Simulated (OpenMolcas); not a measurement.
# Zn+: effect of the basis set

- Program: OpenMolcas
- Method: SS-CASPT2, IPEA 0.25 Eh, imaginary shift 0.1 Eh (closed shells correlated: 3d)
- Active space: 1 electron in 4 orbitals (4s 4p)
- State averaging: 2S+1 = 2 even, 1 root; 2S+1 = 2 odd, 3 roots
- Spin-orbit coupling: RASSI with atomic mean-field integrals over the reference wave functions, term energies averaged over their components

A. ANO-R1 [5s4p2d1f], X2C, finite nucleus; CASPT2 step roughly 0.8 core-seconds
B. ANO-RCC-VTZP [6s5p3d2f1g], DKH2, point nucleus; CASPT2 step about 0.9 core-seconds
C. ANO-L-VTZP [6s5p3d2f1g], non-relativistic, point nucleus; CASPT2 step roughly 0.6 core-seconds
D. ANO-R2 [6s5p4d2f1g], X2C, finite nucleus; CASPT2 step of the order of 0.9 core-seconds
E. ANO-RCC-VQZP [7s6p4d3f2g1h], DKH2, point nucleus; CASPT2 step of the order of 1.7 core-seconds
F. ANO-R3 [7s5p5d3f2g1h], X2C, finite nucleus; CASPT2 step roughly 2.3 core-seconds

Energies in cm-1 above 4s 2S 1/2, the measured ground level; measured values from NIST Handbook of Basic Atomic Spectroscopic Data.

```json
{"Level": "4s 2S 1/2", "A": "0.0", "B": "0.0", "C": "0.0", "D": "0.0", "E": "0.0", "F": "0.0", "Measured": "0.0"}
{"Level": "4p 2P* 1/2", "A": "66216", "B": "49262", "C": "47078", "D": "66956", "E": "49067", "F": "66806", "Measured": "48481"}
{"Level": "4p 2P* 3/2", "A": "67600", "B": "49916", "C": "47747", "D": "68331", "E": "49759", "F": "68181", "Measured": "49355"}
```

Deviations, from unrounded energies. A percentage is the sum of absolute deviations over the sum of measured energies, with the sign that they share, or ± where signs differ.

```tsv
Against measurement	Levels	A	B	C	D	E	F
mean absolute deviation (cm-1)	2	18000	670	1500	19000	500	19000
other configurations (%)	2	+36.8	+1.4	-3.1	+38.3	+1.0	+38.0
```

E lies closest to measurement on these levels and D furthest from it. The largest miss of E in the table is 4p 2P* 1/2, by +590 cm-1. The ranking rests on the paired levels alone, and a cruder setting can come out closer through cancelling errors.

Among A to F the level of the table that moves most is 4p 2P* 3/2, by 21000 cm-1 (lowest in C, highest in D).

With one active electron, CASPT2 adds the correlation within the correlated inactive shells and between them and that electron, and leaves the splitting within a term as the reference gives it. The ANO-R sets hold no well-fitted valence p shell for this element, so s → p excitations can come out far too high (holds for A; D; F). Computed and measured levels are paired by configuration, term and J; levels that our copy of the source lacks, or whose pairing is in doubt (as where it misses far off the trend of its configuration), stay unpaired and out of the deviations. Levels of configurations outside the active space are missing.

* marks odd parity.
